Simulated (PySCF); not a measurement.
Compound: C5H5F3O.
InChI=1S/C5H5F3O/c1-2-9-3-4(6)5(7)8/h2-3,5H,1H2/b4-3-

Level of theory: PySCF 2.14.0, density-fitted response routines, TDDFT wB97X-D/def2-SVPD, vertical, gas phase, core orbitals frozen in the response. The structure is a single PBE0-D3(BJ)/def2-SVP conformer in the gas phase; no vibrational or solvent corrections. Torsions of this conformer, `[CH2:1]=[CH:2][O:3]/[CH:4]=[C:5](\[F:6])[CH:7]([F:8])[F:9]`: C1–C2–O3–C4 180°, C2–O3–C4–C5 180°, C4–C5–C7–F8 110°.

Each state is given a Gaussian of 0.3 eV full width at half maximum, with ε(max) = 2.175×10⁸ f / Δν̃ (Δν̃ the width in cm⁻¹). The cross-section is σ = 3.8235×10⁻²¹ ε cm², given in Mb (10⁻¹⁸ cm²). The width is an assumption, not a result. The curve ends short of the highest state used, and states not computed would add to its high-energy end.

```tsv
λ (nm)	σ (Mb)
176.3	4.15
176.9	5.20
177.6	6.69
178.2	8.12
178.9	9.82
179.5	11.20
180.2	12.56
180.8	13.43
181.5	14.06
182.1	14.29
182.8	14.26
183.4	14.14
184.1	14.09
184.7	14.35
185.4	15.30
186.0	16.95
186.7	20.19
187.4	25.29
188.0	31.51
188.7	41.38
189.3	52.40
190.0	68.61
190.6	85.48
191.3	108.52
191.9	130.76
192.6	158.73
193.2	183.40
193.9	211.41
194.5	233.29
195.2	254.57
195.8	267.90
196.5	276.53
197.1	277.49
197.8	271.08
198.4	259.59
199.1	240.27
199.8	216.17
200.4	193.10
201.1	165.01
201.7	141.14
202.4	114.76
203.0	94.14
203.7	72.97
204.3	57.50
205.0	42.56
205.6	32.26
206.3	22.84
206.9	16.68
207.6	11.32
208.2	7.97
208.9	5.19
209.5	3.53
210.2	2.21
210.9	1.36
211.5	0.88
212.2	0.52
```

Task: Locate the maxima and give the states behind the curve.

Result: 197 nm (6.30 eV), ε about 73000, made up of S1 (99%); 182 nm (6.80 eV), ε about 3700, made up of S3 (91%) (hardly more than a shoulder) (ε in L mol⁻¹ cm⁻¹; maxima over ε = 5, shares over 10%). The states used: S1 6.29 eV (f 0.797); S2 6.51 eV (f 0.045); S3 6.83 eV (f 0.039); S4 7.32 eV (f 0.017); S5 7.53 eV (f 0.011); S6 7.63 eV (f 0.0087).

Task: What would ε be at 6.30 eV, the highest of these maxima, with half the width (0.15 eV)?

Result: About 143000 L mol⁻¹ cm⁻¹ against 72700, a factor of about 1.96; a lone state at its own centre would give exactly 2.

Task: On this curve, what absorbance would a 10⁻⁴ mol/L sample give at 193 nm over a 1 cm path?

Result: 193 nm is 6.424 eV, where ε is about 46000 L mol⁻¹ cm⁻¹, so A = ε c l ≈ 4.6 (Beer–Lambert, with the gas-phase spectrum and the assumed width).
